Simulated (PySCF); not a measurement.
Computed IR spectrum (relative IR intensity) of a molecule C5H8Si. Geometry: PBE-D3(BJ)/def2-SVP. One conformer was computed; it need not be the lowest. Calculation: PBE-D3(BJ)/def2-SVP (PySCF). Frequencies are harmonic and unscaled.

Lines under 2 % of the strongest are left out, and lines within 2 cm⁻¹ are merged.

ν (cm⁻¹): 262 (vw), 445 (vw), 477 (w), 491 (vw), 625 (m), 630 (m), 667 (vw), 691 (vw), 721 (w), 742 (w), 856 (w), 868 (vs), 908 (m), 912 (m), 916 (w), 1214 (w), 1369 (vw), 1381 (vw), 2128 (vw), 2152 (m), 2158 (s), 3064 (vw), 3407 (m) (against the strongest line: vs over 80 %, s over 45 %, m over 15 %, w over 4 %, vw less)

Question: Which molecule gave these data?
A. C#CC(=C)[SiH2]C
B. C#C/C([SiH3])=C\C
C. C=C=C1C[SiH2]C1
D. C=C1C=CC[SiH2]1

Answer: A, C#CC(=C)[SiH2]C
